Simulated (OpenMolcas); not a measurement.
Li: from CASSCF to CASPT2

```json
{"Program": "OpenMolcas", "Basis": "ANO-RCC-VTZP [4s3p2d1f]", "Scalar Hamiltonian": "DKH2, point nucleus", "Active space": "1 electron in 8 orbitals (2s 2p 3s 3p)", "State averaging": "2S+1 = 2 even, 1 root; 2S+1 = 2 odd, 3 roots", "Spin-orbit coupling": "state interaction with AMFI integrals over the reference wave functions, term energies averaged over their components"}
```

Methods on the same reference wave functions:
A. CASSCF
B. SS-CASPT2, IPEA 0.25 Eh, imaginary shift 0.1 Eh (closed shells correlated: 1s)

Energies in cm⁻¹ above 2s ²S_1/2, the measured ground level; measured values from NIST Handbook of Basic Atomic Spectroscopic Data.

| Level | A | B | Measured |
| --- | --- | --- | --- |
| 2s ²S_1/2 | 0.0 | 0.0 | 0.0 |
| 2p ²P°_1/2 | 14851 | 14870 | 14904 |
| 2p ²P°_3/2 | 14851 | 14870 | 14904 |

Deviations, from unrounded energies. A percentage is the sum of absolute deviations over the sum of measured energies, with the sign that they share, or ± where signs differ.

| Against measurement | Levels | A | B |
| --- | --- | --- | --- |
| mean absolute deviation (cm-1) | 2 | 53 | 34 |
| other configurations (%) | 2 | -0.4 | -0.2 |

B lies closest to measurement on these levels. The largest miss of B in the table is 2p ²P°_3/2, by -34 cm-1. The ranking rests on the paired levels alone, and a cruder setting can come out closer through cancelling errors.

The lowest spin-free term lies below A's lowest term by 0.031 hartree in B.

With one active electron outside closed inactive shells, the extra shells (3p 3s) add no correlation to the reference. ANO sets are built for ground and valence states and can reach diffuse excited orbitals poorly. With one active electron the reference holds no correlation, so core polarisation is missing (holds for A). With one active electron, CASPT2 adds the correlation within the correlated inactive shells and between them and that electron, and leaves the splitting within a term as the reference gives it (holds for B). Computed and measured levels are paired by configuration, term and J; levels that our copy of the source lacks, or whose pairing is in doubt (as where it misses far off the trend of its configuration), stay unpaired and out of the deviations. Levels of configurations outside the active space are missing.

° marks odd parity.
